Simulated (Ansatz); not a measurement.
Computed with Ansatz.

A structure relaxed at PBE0-D4/def2-TZVP, charge 0, multiplicity 1:

```xyz
8

Cl    0.9227   -2.4823   -0.2320
Si   -0.5205   -1.0318   -0.2230
Cl   -1.7524   -1.2677    1.3878
Si    0.5417    1.0444   -0.0309
Cl    1.4889    1.1098    1.7764
Cl   -0.8922    2.5006   -0.1345
H    -1.3289   -1.1783   -1.4533
H     1.5407    1.3053   -1.0904
```

Q: Give its formula and SMILES.

A: Cl4H2Si2, `Cl[SiH](Cl)[SiH](Cl)Cl`.

Q: Point group (tolerance 0.08 Å, 0.16 Å for H)?

A: C2.

Q: Summarise the bond lengths by kind.

A: 4 × Cl–Si 2.042 to 2.046 Å; 1 × Si–Si 2.340 Å; 2 × H–Si 1.479 Å.
